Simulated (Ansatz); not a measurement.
The same hydrogenolysis along the group B, Al, Ga, In.

Isolated molecules relaxed with PBE0-D4/def2-TZVP in Ansatz; ΔE leaves out vibrations. CCSD(T)/CBS adds triple-zeta CCSD(T) − MP2 to the extrapolated MP2 energy (def2 sets, frozen cores). Small cases extrapolate CCSD(T) itself. Elements past krypton have def2 core potentials. For Ga, In outer-core shells are correlated without core-valence functions, which leaves a few kJ/mol of doubt a bond. Scalar relativity is left out up to krypton. Each species was taken in one conformer, which may not be the lowest.

```csv
reaction,CCSD(T)/CBS(def2) (kcal/mol)
`NBO` + H₂ → `BN` + H₂O,22.4
`[NH2][AlH][OH]` + H₂ → `[NH2][AlH2]` + H₂O,28.3
`[NH2][GaH][OH]` + H₂ → `[NH2][GaH2]` + H₂O,?
`[NH2][InH][OH]` + H₂ → `[NH2][InH2]` + H₂O,3.6
```

Question: Fill in the missing values. (Best estimate.)

Answer: The calculation gave: `[NH2][GaH][OH]` + H₂ → `[NH2][GaH2]` + H₂O: +9.4 kcal/mol.

Largest T1 diagnostic: 0.016, for `[NH2][InH][OH]`.

Extrapolated directly: `NBO` + H₂ → `BN` + H₂O; `[NH2][AlH][OH]` + H₂ → `[NH2][AlH2]` + H₂O.
